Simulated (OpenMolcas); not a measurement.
# Mo5+ in a point-charge field

Mo5+ among 3 point charges of -1.5 e arranged as a planar triangle (D3h), 2.23 Å from the ion.

| Item | Value |
| --- | --- |
| Program | OpenMolcas |
| Method | CASSCF |
| Basis | ANO-RCC-VDZP [6s5p3d1f] |
| Scalar Hamiltonian | DKH2, point nucleus |
| Active space | 1 electron in 5 orbitals (4d) |
| State averaging | 2S+1 = 2 even, 5 roots |
| Spin-orbit coupling | state interaction with AMFI integrals over the reference wave functions |

The lowest spin-free states (labels of D3, the rotations of D3h), above the lowest:

```
State  Degeneracy  E (cm-1)  Free-ion L (%)
  2A1           1       0.0         D (100)
   2E           2      1154         D (100)
   2E           2      8062         D (100)
```

The lowest levels with spin-orbit coupling:

| E (cm-1) | Degeneracy | Label | 2S+1 | g |
| --- | --- | --- | --- | --- |
| 0.0 | 2 | E1/2 | 2 | 1.11 1.11 1.25 |
| 2424 | 2 | E3/2 | 2 | 0.00 0.00 3.94 |
| 2554 | 2 | E1/2 | 2 | 0.75 3.11 3.11 |
| 8170 | 2 | E3/2 | 2 | 0.00 0.00 2.06 |
| 10047 | 2 | E1/2 | 2 | 0.00 0.00 6.00 |

Powder χT (cm3 K/mol): 0.127 at 2 K, 0.128 at 10 K, 0.134 at 50 K, 0.141 at 100 K, 0.155 at 200 K, 0.17 at 300 K. The effective moment at 300 K is 2.828 √(χT) = 1.17 μB.

The lowest level has 2S+1 = 2, for which the spin-only value is χT = S(S+1) / 2 = 0.375 cm3 K/mol (g = 2). The computed 0.170 at 300 K differs by -0.205, through orbital momentum, spin-orbit coupling and any other state in reach.

Spin-orbit coupling mixes the spin-free states strongly: the lowest level takes only 63 % from its leading state, 2A1. Point charges carry no covalency, so the field is a model and not that of real ligands. No measured value stands beside these numbers.
